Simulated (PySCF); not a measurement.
Working out the ionisation energy of Cd⁺

Cd⁺ [Kr] 4d10 5s1 (2S) → Cd²⁺ [Kr] 4d10 (1S). All numbers are calculated (PySCF 2.14, scalar relativity through the core potential, in aug-cc-pwCVDZ-PP with ECP28MDF (6s6p5d3f, 70 functions)). Frozen: nothing. Energies in hartree (1 hartree = 27.21139 eV):

```tsv
part	Cd⁺ (lower)	Cd²⁺ (upper)
UHF	-166.568382	-165.996350
CCSD correlation	-0.586965	-0.546197
(T)	-0.013938	-0.011163
```

Task: What does Hartree-Fock give?

Result: (-165.996350) − (-166.568382) = 0.572032 hartree = 15.566 eV.

Task: What do CCSD and CCSD(T) give?

Result: The CCSD correlation energies differ by 0.040768 hartree = 1.109 eV and the triples by 0.002775 hartree = 0.076 eV, so CCSD gives 16.675 eV and CCSD(T) 16.751 eV.

Measured between the centres of the two terms (NIST): 16.908 eV, so CCSD(T) (valence and next inner shell) is off by -0.157 eV.

A double-zeta basis recovers only part of the correlation energy.

What remains against the reference includes basis incompleteness and higher excitations.
